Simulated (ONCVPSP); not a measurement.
# Kr (Z = 36): excitation energies, all-electron against ONCV

Kr (Z = 36), optimised norm-conserving Vanderbilt (ONCV), made with ONCVPSP 4.0.1 (PBE, scalar-relativistic). Core [Ar], reference 3d10 4s2 4p5.75 (charge +0.25). Waves: 4s: rc 1.15 bohr, ncon 4, nbas 8, qcut 6.5 1/bohr, 2 projectors, debl 3.9 Ha; 4p: rc 1.50 bohr, ncon 3, nbas 6, qcut 4.6 1/bohr, 3 projectors, debl 2.6 Ha; 3d: rc 0.55 bohr, ncon 5, nbas 10, qcut 17.5 1/bohr, 2 projectors, debl 2.8 Ha; f scattering state at 0.13 Ha: rc 1.35 bohr, ncon 5, nbas 10, qcut 9.1 1/bohr, 1 projector. Local part: polynomial inside 0.50 bohr (lpopt 5, dvloc0 3 Ha). Core correction: Teter function, fcfact 1.5, rcfact 1.15.

In the d channel the program set the typed energies aside and used -3.094, 0.250 Ha.

Energies are relative to the spin-unpolarised reference configuration 3d10 4s2 4p5.75; without spin polarisation the order of configurations can differ from experiment.

**Question.** Give the all-electron excitation energy and the error of the potential for: 3d10 4s2 4p6; 3d10 4s2 4p5; 3d10 4s2 4p4; 3d10 4s2 4p2.

**Answer.**

| valence configuration | charge | ΔE all-electron (eV) | error AE − PS (meV) |
| --- | --- | --- | --- |
| 3d10 4s2 4p6 | 0 | -2.616 | +0.2 |
| 3d10 4s2 4p5 | +1 | 11.673 | -1.4 |
| 3d10 4s2 4p4 | +2 | 36.848 | -5.0 |
| 3d10 4s2 4p2 | +4 | 123.733 | -13 |

Levels in the configuration 3d10 4s2 4p2:

| level | all-electron (eV) | pseudo (eV) |
| --- | --- | --- |
| 3d | -137.890 | -137.360 |
| 4s | -72.900 | -72.872 |
| 4p | -56.433 | -56.423 |

Note: ghosts flagged at negative energy: s at -220.3 eV; GHOST(+) flagged for p at 95.4 eV. A true bound ghost makes a file unfit for plane-wave use.
